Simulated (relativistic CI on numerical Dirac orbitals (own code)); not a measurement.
# Hf2+: 4d photoemission

Computed with this model: Dirac-Coulomb-Breit CI, separate exchange-only KLI orbitals for each configuration, model QED, valence Slater integrals scaled by 0.7, multiplet model of photoemission in the sudden approximation; configurations [Xe] 4f14 5d2 → [Kr] 4d9 4f14 5s2 5p6 5d2; 80 K; Lorentzian 4.9 eV and Gaussian 0.6 eV FWHM. Energies are those of the free ion, without screening or charge transfer. The energies are binding energies and can lie tens of eV above those of solids. S is read from ⟨S²⟩ = S(S + 1).

Computed curve for free ion, scaled to 100 at the maximum (points under 2 are left out and the grid is thinned):

(Energy (eV), Intensity): (219.0, 2.2), (220.2, 2.4), (221.4, 2.8), (222.6, 3.2), (223.8, 3.7), (225.0, 4.3), (226.2, 5.2), (227.4, 6.3), (228.6, 7.9), (229.8, 10.1), (231.0, 13.4), (232.2, 18.6), (233.4, 27.3), (234.6, 42.4), (235.8, 67.6), (237.0, 95.6), (238.2, 95.4), (239.4, 69.1), (240.6, 46.3), (241.8, 33.7), (243.0, 28.4), (244.2, 28.7), (245.4, 35.0), (246.6, 48.6), (247.8, 64.4), (249.0, 64.0), (250.2, 48.0), (251.4, 31.9), (252.6, 20.9), (253.8, 14.4), (255.0, 10.4), (256.2, 7.9), (257.4, 6.3), (258.6, 5.1), (259.8, 4.2), (261.0, 3.6), (262.2, 3.0), (263.4, 2.6), (264.6, 2.3), (265.8, 2.1)

The ground state has S = 0.97, and the centroid lies at 241.95 eV.
